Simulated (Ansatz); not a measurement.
Species: C2H2F3 (charge -1, singlet). It need not be the lowest isomer of its formula. Whether it binds its extra electron was not tested at this geometry. 
Structure (B3LYP-D3(BJ)/def2-TZVP (Ansatz, an electronic-structure program) minimum search):
```xyz
7

C      1.5059     0.0442    -0.2992
C      0.1210     0.0083    -0.0731
F     -0.5472    -1.0537    -0.6540
F     -0.4124    -0.1348     1.3347
F     -0.5690     1.1496    -0.4383
H      1.9893     0.9257     0.1148
H      2.0072    -0.8913    -0.0631
```
Charge -1, spin multiplicity 1.

Total electronic energies in hartree. Correlated levels leave the core frozen unless marked. No spin-orbit coupling. Non-relativistic unless marked X2C. CBS(X,Y): correlation extrapolated as X^-3; Hartree-Fock from the larger set.

```json
[
 {"level": "HF/6-31G", "program": "Ansatz", "energy (Eh)": "-375.05296"},
 {"level": "HF/cc-pwCVTZ", "program": "Ansatz", "energy (Eh)": "-375.30916"},
 {"level": "RI-HF/cc-pVTZ", "program": "Ansatz", "energy (Eh)": "-375.30793"},
 {"level": "RI-HF/aug-cc-pVQZ", "program": "Ansatz", "energy (Eh)": "-375.34505"},
 {"level": "PBE-D3(BJ)/def2-TZVPD", "program": "Ansatz + dftd3", "energy (Eh)": "-376.73616"},
 {"level": "BLYP-D3(BJ)/def2-TZVPD", "program": "Ansatz + dftd3", "energy (Eh)": "-377.06654"},
 {"level": "revPBE/def2-TZVPD", "program": "Ansatz", "energy (Eh)": "-376.98579"},
 {"level": "r2SCAN/def2-TZVPD", "program": "Ansatz", "energy (Eh)": "-376.94223"},
 {"level": "B3LYP/def2-TZVPD", "program": "Ansatz", "energy (Eh)": "-377.11199"},
 {"level": "PBE0-D3(BJ)/def2-TZVP", "program": "Ansatz + dftd3", "energy (Eh)": "-376.72459"},
 {"level": "PBE0-D4/def2-TZVPD", "program": "Ansatz + dftd4", "energy (Eh)": "-376.73177"},
 {"level": "r2SCANh-D4/def2-TZVPD", "program": "Ansatz + dftd4", "energy (Eh)": "-376.92060"},
 {"level": "r2SCAN0/def2-TZVPD", "program": "Ansatz", "energy (Eh)": "-376.88695"},
 {"level": "HSE06-D4/def2-TZVPD", "program": "Ansatz + dftd4", "energy (Eh)": "-376.71523"},
 {"level": "HSE06/def2-TZVPD", "program": "Ansatz", "energy (Eh)": "-376.71208"},
 {"level": "MP2/aug-cc-pVDZ", "program": "Ansatz", "energy (Eh)": "-376.14021"},
 {"level": "RI-MP2/aug-cc-pVTZ", "program": "Ansatz", "energy (Eh)": "-376.45672"},
 {"level": "RI-MP2/aug-cc-pVQZ", "program": "Ansatz", "energy (Eh)": "-376.56135"},
 {"level": "SCS-MP2/aug-cc-pVDZ", "program": "Ansatz", "energy (Eh)": "-376.10691"},
 {"level": "CCSD(T)/aug-cc-pVQZ", "program": "Ansatz", "energy (Eh)": "-376.60503"},
 {"level": "CCSD(T)/cc-pV5Z", "program": "Ansatz", "energy (Eh)": "-376.63075"},
 {"level": "X2C-CCSD(T)/cc-pVTZ-DK", "program": "Ansatz", "energy (Eh)": "-376.74839"},
 {"level": "CCSD(T)/CBS(aug-cc-pVTZ,aug-cc-pVQZ)", "program": "Ansatz", "energy (Eh)": "-376.6594"}
]
```

Totals of different functionals don't rank their quality; only differences between species are comparable.
